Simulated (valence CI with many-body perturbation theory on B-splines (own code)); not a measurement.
**Pt39+: input, log and results**

Computed by relativistic CI+MBPT: three valence electrons over a frozen Dirac-Fock core [Kr], a basis of 6 s, 6 p, 5 d, 5 f, 1 g functions for each j, with the one-electron correlation potential Σ1 (screened to all orders), the two-electron term Σ2, the three-electron term Σ3, Breit, model QED; selected single and double excitations, second order for the rest, scaled by the run's own slope (own B-spline code, finite nucleus).

Command, and the settings that its task file holds:

```sh
python run_cv.py task.json out
```

```
atom Pt  Z=78  mass_number=195  rms_radius_fm=5.4270
core [Kr]
valence 4d3
avg = 1
basis = S
breit = 1
cap = 10000
capref = 1200
cscale = 1
de = 0.0
dress = 0
eps = 2e-08
extrap = 1
h = 0.27
hh = 1
l2 = 3
lcore = 6
maxit = 60
n2 = 5
natural = 1
nlev = 21
nno = [3, 3, 3, 3, 1]
nroot = 26
nsp = [3, 3, 2, 2, 0]
pt2 = 1
qed = 1
rpa = 0
s1 = 1
s2 = 1
s3 = 1
screen = 1
tol = 2e-05
whole = 1
```

It took 29 s on 1 thread of AMD EPYC 7R32 (Zen 2) (shared host).

Log. The first blocks belong to the next ion, which gives the ionisation energy. Fields: 2J, parity (1 odd), roots, reference size, generating configurations, candidates as configurations/state functions, variational space P, stored matrix elements, Davidson steps; e2 is the range of second-order energies in hartree. The first line gives the box (bohr), its intervals, the orbitals and the steps of their self-consistent field. Window is the range of levels sought, series limit the energy at which the first omitted orbital would enter, core excitation an estimate of the first excitation out of the core, left out the lowest levels not solved, and shifts from estimates the range by which levels moved from their first estimate, all in cm⁻¹.

```
rmax 3.7 intervals 58 orbitals 40 references ['4d3', '4d2 4f', '4d 4f2', '4d2 5s', '4d2 5p'] scf 3 t 1.3
2J=4 par=0 roots 2 ref 42 generators 2 cand 293/293 P 294/294 nnz 0 it 0
2J=4 par=0 roots 2 ref 42 generators 5 cand 41/41 P 320/320 nnz 0 it 0
   second order: generators 8 cand 15/15 e2 -0.00000 -0.00000
2J=0 par=0 roots 2 ref 17 generators 4 cand 108/108 P 123/123 nnz 0 it 0
2J=0 par=0 roots 2 ref 17 generators 4 cand 2/2 P 125/125 nnz 0 it 0
   second order: generators 6 cand 0/0 e2 -0.00000 -0.00000
2J=6 par=0 roots 2 ref 32 generators 2 cand 250/250 P 169/169 nnz 0 it 0
2J=6 par=0 roots 2 ref 32 generators 4 cand 113/113 P 197/197 nnz 0 it 0
   second order: generators 6 cand 85/85 e2 -0.00000 -0.00000
reference levels 528, estimated 19, window 661456 1/cm; series limit 7471645, core excitation 1387928
2J=3 par=0 roots 5 ref 57 generators 7 cand 918/2162 P 666/1694 nnz 0 it 4
2J=3 par=0 roots 5 ref 57 generators 10 cand 797/1864 P 797/2063 nnz 0 it 4
   second order: generators 11 cand 900/1971 e2 -0.00000 -0.00000
2J=5 par=0 roots 5 ref 67 generators 5 cand 973/2718 P 683/1996 nnz 0 it 4
2J=5 par=0 roots 5 ref 67 generators 8 cand 822/2306 P 797/2390 nnz 0 it 4
   second order: generators 10 cand 1012/2657 e2 -0.00000 -0.00000
2J=7 par=0 roots 3 ref 61 generators 2 cand 293/722 P 616/1733 nnz 0 it 3
2J=7 par=0 roots 3 ref 61 generators 6 cand 840/2436 P 720/2066 nnz 0 it 4
   second order: generators 8 cand 1070/3038 e2 -0.00001 -0.00000
2J=9 par=0 roots 3 ref 50 generators 3 cand 223/454 P 520/1371 nnz 0 it 4
2J=9 par=0 roots 3 ref 50 generators 8 cand 797/2056 P 589/1554 nnz 0 it 4
   second order: generators 10 cand 1062/2809 e2 -0.00000 -0.00000
2J=1 par=0 roots 2 ref 32 generators 3 cand 811/1287 P 583/932 nnz 0 it 0
2J=1 par=0 roots 2 ref 32 generators 6 cand 687/1083 P 699/1133 nnz 0 it 0
   second order: generators 7 cand 571/882 e2 -0.00000 -0.00000
2J=11 par=0 roots 1 ref 31 generators 1 cand 213/393 P 357/792 nnz 0 it 0
2J=11 par=0 roots 1 ref 31 generators 3 cand 695/1596 P 416/946 nnz 0 it 0
   second order: generators 5 cand 970/2377 e2 -0.00000 -0.00000
left out: unestimated 1825866, estimated none, shifts from estimates -16 to 3
operators 0.0
```

The Davidson iterations converged.

The last digits are not significant, and no measured levels were compared; by estimate large intervals hold to a few tenths of a per cent, small ones and those within an open d or f shell to about a per cent. Only levels of the ground parity were solved; by the run's estimate the other parity begins above the list, which can be wrong where configurations are misplaced.

```
Valence energy                            : -207.6303 hartree
Ionisation energy                         : 1822.4 eV (NIST: 1821 ± 4 eV (theoretical))
Reference configurations for the orbitals : 4d3, 4d2 4f, 4d 4f2, 4d2 5s, 4d2 5p
Radial orbitals                           : 40
Box radius                                : 3.733 bohr
Largest variational space                 : 2390
Lowest levels                             : (4d3/2^3) J=3/2 0.000, (4d3/2^2 4d5/2) J=5/2 [a] 20.867, (4d3/2^2 4d5/2) J=3/2 23.382, (4d3/2^2 4d5/2) J=7/2 25.160, (4d3/2^2 4d5/2) J=9/2 25.414, (4d3/2^2 4d5/2) J=1/2 25.595, (4d3/2^2 4d5/2) J=5/2 [b] 34.657, (4d3/2 4d5/2^2) J=7/2 [a] 45.618, (4d3/2 4d5/2^2) J=9/2 47.593, (4d3/2 4d5/2^2) J=3/2 [a] 49.393, (4d3/2 4d5/2^2) J=1/2 50.626, (4d3/2 4d5/2^2) J=5/2 [a] 51.264, (4d3/2 4d5/2^2) J=11/2 51.671, (4d3/2 4d5/2^2) J=5/2 [b] 54.677 eV
```

Levels are named by their leading jj configuration (3d3/2^4 stands for four electrons in 3d with j = 3/2), which in mixed levels can hold well under half, so a name can repeat and another be missing. Letters in brackets count levels of one name in rising energy.
